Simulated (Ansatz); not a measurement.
Consider the ligand exchange at the Si–N bond: `C=C[SiH](Cl)N[SiH2]Cl` + `C[SeH]` → `C[Se][SiH2]Cl` + `C=C[SiH](N)Cl`.

Computed with Ansatz on PBE0-D4/def2-TZVP structures; ΔE is electronic, products minus reactants. CCSD(T)/CBS is the MP2 limit (def2-TZVPP, def2-QZVPP) plus CCSD(T) − MP2 in def2-TZVPP, frozen cores. For Se outer-core shells are correlated without core-valence functions, which leaves a few kJ/mol of doubt a bond. Scalar relativity is left out up to krypton. Each species was taken in one conformer, which may not be the lowest.

```csv
species,CCSD(T)/CBS(def2) energy (Eh)
`C=C[SiH](Cl)N[SiH2]Cl`,-1632.88887
`C[SeH]`,-2441.15625
`C[Se][SiH2]Cl`,-3190.69652
`C=C[SiH](N)Cl`,-883.34911
```

**Question.** Work out ΔE.

**Answer.** ΔE = (-3190.69652) + (-883.34911) − (-1632.88887) − (-2441.15625) = -0.00051 Eh = -1.3 kJ/mol.

Largest T1 diagnostic among the species: 0.010.

The D4 term adds +3.8 kJ/mol with B3LYP and +2.9 kJ/mol with PBE0; it sums over pairs of atoms, weighted by their polarisabilities, and B3LYP, whose exchange is more repulsive, gets the larger term. From PBE to PBE0 (25 % exact exchange), in def2-TZVPP and without D4, ΔE moves by +3.8 kJ/mol. In def2-TZVPP, CCSD(T) changes the Hartree–Fock value by −4.7 kJ/mol (the triples alone add −1.5 kJ/mol) and MP2 by −7.9 kJ/mol.

B3LYP here is the variant with VWN-RPA as its local correlation; programs differ in this.
